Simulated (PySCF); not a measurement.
Isomers C7H15OP:

A. `CCCP1CCOCC1`
B. `CC(C)[P@]1(=O)C[C@@H](C)C1`
C. `InChI=1S/C7H15OP/c1-7-4-3-5-9(2,8)6-7/h7H,3-6H2,1-2H3/t7-,9+/m1/s1`

Spectrum 1. ¹³C{¹H} NMR (computed): δ 43.9 (CH2), 39.1 (CH2), 35.1 (CH2), 34.8 (CH), 27.4 (CH3), 27.1 (CH2), 15.9 (CH3).

Spectrum 2. ¹³C{¹H} NMR (computed): δ 70.4 (CH2), 41.9 (CH2), 32.5 (CH2), 23.1 (CH2), 19.2 (CH3).

Spectrum 3. ¹³C{¹H} NMR (computed): δ 45.9 (CH2), 33.7 (CH), 26.2 (CH3), 19.6 (CH), 15.4 (CH3).

Gas phase, one computed conformer, rapidly exchanging positions averaged, relativity neglected. Shieldings: GIAO PBE0/pcSseg-1; GFN2-xTB geometry; PySCF 2.14.0 with density-fitted response routines.

δ = σ(ref) − σ, references computed at the same level: ¹³C (186.93 ppm) against TMS. Splittings of carbon signals by F and P are missing where no couplings were computed. Shifts are as computed. Against solution values, carbons near 30 ppm lie about +3 ppm off and those near 130 ppm about +5 ppm. Of 1211 compounds with measured shifts, 218 miss one by over three times the rms of a fit or turn the order of signals round; such compounds aren't used in these exercises.

Question: Which spectrum belongs to which compound?

Answer: 1–C, 2–A, 3–B.

- Spectrum 1 (C): 7 ¹³C signals; δC 39.1 is an sp3 CH2 in a ring; δC 34.8 is an sp3 CH in a ring.
- Spectrum 2 (A): 5 ¹³C signals; δC 70.4 is an sp3 CH2 bonded to O; δC 23.1 is an sp3 CH2.
- Spectrum 3 (B): 5 ¹³C signals; δC 26.2 is a methyl carbon; δC 19.6 is an sp3 CH in a ring.
